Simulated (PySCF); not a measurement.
CHBr₂F.
Atom-mapped SMILES: `[F:1][CH:2]([Br:3])[Br:4]` (hydrogens: H5 on C2)

Method used: core-valence-separated Tamm–Dancoff BHandHLYP/aug-pcX-1 (pcseg-1 on H, def2-SVPD on Br) in PySCF, non-relativistic, gas phase, PBE0-D3(BJ)/def2-SVP geometry. The energies are unshifted.

Question: What does the C 1s absorption edge look like?

Answer: 
```
E (eV)       f  core hole on                 main final orbital
287.21  0.0523            C2                        LUMO (83 %)
287.43  0.0907            C2                      LUMO+1 (57 %)
290.01  0.0565            C2                      LUMO+2 (36 %)
291.03  0.0187            C2                             spread
292.97  0.0034            C2  LUMO+3/LUMO+4 (2 roots, f summed)
293.36  0.0058            C2                      LUMO+5 (44 %)
```

The first line with a tenth or more of the strongest one's intensity is at 287.21 eV (f = 0.052), with the hole on C2 (sp3 C–F carbon). The strongest listed is at 287.43 eV (f = 0.091; C2).

Question: What does the F 1s absorption edge look like?

Answer: 
```tsv
E (eV)	f	core hole on	main final orbital
685.71	0.0236	F1	LUMO (63 %)
686.80	0.0148	F1	LUMO (31 %)
686.98	0.0074	F1	LUMO+1 (74 %)
688.18	0.0077	F1	LUMO+2 (73 %)
689.06	0.0036	F1	LUMO+5 (51 %)
689.29	0.0015	F1	LUMO+4 (78 %)
689.48	0.0059	F1	LUMO+3 (54 %)
```

The first line with a tenth or more of the strongest one's intensity is at 685.71 eV (f = 0.024), with the hole on F1 (alkyl fluorine). It is also the strongest listed.

Roots within 0.03 eV whose holes lie on the same, on equivalent or on shared atoms are summed into one line, and the highest roots are left out, as the search may have cut off their partners. Final orbitals are the ground state's empty Kohn–Sham orbitals.

Question: What is the summed oscillator strength of the listed C K lines, and their intensity-weighted mean energy?

Answer: Σf = 0.227 over 6 lines from 287.21 to 293.36 eV; the weighted mean is 288.55 eV. The strongest line holds 40 % of the sum.

The ionisation thresholds weren't computed; near and above them a finite basis only mimics Rydberg series and continuum. The BHandHLYP/aug-pcX-1 (pcseg-1 on H, def2-SVPD on Br) calculation is non-relativistic and has no spin–orbit coupling, an omission that weighs most on bromine.
